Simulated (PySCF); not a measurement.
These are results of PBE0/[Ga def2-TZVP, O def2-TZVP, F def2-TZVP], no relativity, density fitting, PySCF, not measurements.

```xyz
3
charge 0 multiplicity 1, angstrom
Ga    0.0000    0.0000   -0.0602
O     0.0000    0.0000   -1.7023
F     0.0000    0.0000    1.6512
```

GaOF (singlet), along the line from Ga1 (at 0) through O2 (at 1.642 Å).

Q: Tabulate the fields along this line at -0.57, -0.49, -0.41, -0.33, -0.25, -0.16, -0.08, 0.08, 0.16, 0.25, 0.33, 0.41, 0.49, 0.57, 0.66, 0.74, 0.82, 0.90, 0.99, 1.07, 1.15, 1.23, 1.31, 1.40, 1.48, 1.56, 1.72, 1.81, 1.89, 1.97, 2.05, 2.13, 2.22, 2.30, 2.38, 2.46, 2.55, 2.63 Å.

A: 
```
distance (Å)  electron density (e/Å³)  electron localisation function  electrostatic potential (V)
       -0.57                     3.65                           0.349                         56.2
       -0.49                     7.89                           0.581                         82.6
       -0.41                     17.4                           0.732                          132
       -0.33                     36.1                           0.774                          232
       -0.25                     63.2                           0.597                          458
       -0.16                      122                           0.228                         1020
       -0.08                      971                           0.789                         3090
        0.08                      972                            0.79                         3090
        0.16                      122                           0.225                         1020
        0.25                     63.2                           0.593                          456
        0.33                     36.1                            0.77                          230
        0.41                     17.4                           0.723                          130
        0.49                     7.91                           0.562                         80.7
        0.57                     3.75                           0.332                         54.2
        0.66                     2.07                           0.183                         38.6
        0.74                     1.44                           0.152                           29
        0.82                     1.29                            0.23                         23.4
        0.90                      1.4                           0.437                         21.1
        0.99                     1.71                           0.634                         22.3
        1.07                     2.21                           0.706                         27.9
        1.15                     2.92                           0.692                         39.9
        1.23                     3.84                           0.591                         62.4
        1.31                     4.93                           0.336                          103
        1.40                     6.82                          0.0834                          182
        1.48                     21.2                           0.261                          354
        1.56                      185                           0.995                          940
        1.72                      183                           0.993                          939
        1.81                     21.4                           0.222                          351
        1.89                     7.69                           0.126                          177
        1.97                     5.59                             0.5                         97.4
        2.05                     4.11                           0.741                         55.5
        2.13                     2.86                           0.812                           32
        2.22                     1.92                           0.827                         18.2
        2.30                     1.26                           0.818                         10.1
        2.38                    0.819                           0.794                         5.19
        2.46                     0.53                           0.756                         2.23
        2.55                    0.345                           0.703                        0.439
        2.63                    0.228                           0.636                       -0.642
```

On a grid of 0.08 Å the density has a local minimum along the bond near 0.82 Å from Ga, at 1.29 e/Å³, where the ELF is 0.23.
